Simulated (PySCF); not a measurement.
From one molecule to another.

First species: C9H11ClSi.
Z-matrix (Å and degrees, PBE0-D3(BJ)/def2-SVP geometry), rows numbered from 1:
```
C 
C   1  1.3347
C   2  1.4836  1  125.42
C   3  1.5246  2  120.21  1     9.15
C   4  1.3391  3   92.40  2   122.57
Cl  5  1.7125  4  133.45  3   176.16
C   5  1.5098  4   96.71  3     0.61
C   7  1.5248  3   86.34  2   119.47
C   8  1.4800  7  130.47  3   177.28
Si  9  1.9023  8  113.81  7   -63.80
C   8  1.3442  7   93.73  3     0.79
H   1  1.0940  2  121.56  3     0.30
H   1  1.0928  2  121.29  3  -179.53
H   2  1.0968  1  119.57  3  -179.99
H   4  1.0904  3  133.27  2   -62.04
H   7  1.1000  3  120.68  2    -3.18
H   9  1.1046  8  110.51  7    55.95
H   9  1.1020  8  110.39  7   174.21
H  10  1.4927  9  110.30  8   -51.69
H  10  1.4917  9  110.35  8    69.52
H  10  1.4959  9  108.50  8  -171.29
H  11  1.0929  3  131.13  2    62.03
```

Second species: SnHMe2I, C2H7ISn.
Z-matrix (Å and degrees, PBE0-D3(BJ)/def2-SVP geometry), rows numbered from 1:
```
Sn
H   1  1.7169
C   1  2.1442  2  112.36
H   3  1.0998  1  110.05  2   -61.91
H   3  1.0986  1  109.39  2   177.85
H   3  1.0983  1  109.40  2    58.34
C   1  2.1447  2  112.37  3  -129.74
H   7  1.0983  1  109.50  2   -55.06
H   7  1.0985  1  109.38  2  -174.68
H   7  1.0999  1  109.95  2    65.17
I   1  2.7162  2  105.45  3   114.92
```

Levels: CAM-B3LYP/def2-SVPD for dipole moment, HOMO energy, LUMO energy, HOMO–LUMO gap and static isotropic polarisability; TDDFT CAM-B3LYP/def2-SVPD for lowest singlet excitation; TDA CAM-B3LYP/def2-SVPD for lowest triplet excitation (Tamm–Dancoff); PBE0-D3(BJ)/def2-SVP for rotational constant A and rotational constant C. Geometries: PBE0-D3(BJ)/def2-SVP. Each structure is a single optimised conformer of the isolated species (atoms past krypton carry core potentials, spin–orbit coupling is left out); the electronic structure was computed with PySCF and density fitting.

The conformers computed, where there is a choice (atom-mapped SMILES and torsion angles):
- `[CH2:1]=[CH:2][C@@:3]12[CH:4]=[C:5]([Cl:6])[C@@H:7]1[C:8]([CH2:9][SiH3:10])=[CH:11]2`: C1–C2–C3–C4 9°, C7–C8–C9–Si10 -64°

Values for the first species:

- Dipole moment: 1.75 D
- HOMO energy: -8.08 eV
- LUMO energy: 0.36 eV
- HOMO–LUMO gap: 8.44 eV
- Lowest singlet excitation: 5.26 eV
- Lowest triplet excitation (Tamm–Dancoff): 3.73 eV
- Static isotropic polarisability: 142.0 au
- Rotational constant A: 1.188 GHz
- Rotational constant C: 0.436 GHz

Problem. Estimate the same properties for the second species, and the change in each.

Solution. 
```
                                property      first     second  second less first
                           dipole moment     1.75 D     3.10 D            +1.35 D
                             HOMO energy   -8.08 eV   -8.43 eV           -0.35 eV
                             LUMO energy    0.36 eV   -0.02 eV           -0.38 eV
                           HOMO–LUMO gap    8.44 eV    8.41 eV           -0.03 eV
               lowest singlet excitation    5.26 eV    5.09 eV           -0.17 eV
lowest triplet excitation (Tamm–Dancoff)    3.73 eV    4.67 eV           +0.94 eV
         static isotropic polarisability   142.0 au   103.6 au           -38.4 au
                   rotational constant A  1.188 GHz  3.744 GHz         +2.556 GHz
                   rotational constant C  0.436 GHz  0.744 GHz         +0.308 GHz
```

On the first: In wavenumbers S1 is 42500 cm⁻¹ (1 eV = 8065.54 cm⁻¹). In atomic units the dipole is 0.69 e·bohr (1 au = 2.5417 D).

On the second: No computed singlet falls in the visible range (750 to 380 nm, 1.65 to 3.26 eV); S1 lies 1.83 eV above its blue end. In atomic units the dipole is 1.22 e·bohr (1 au = 2.5417 D). Atoms past krypton carry effective core potentials; spin–orbit coupling is left out.
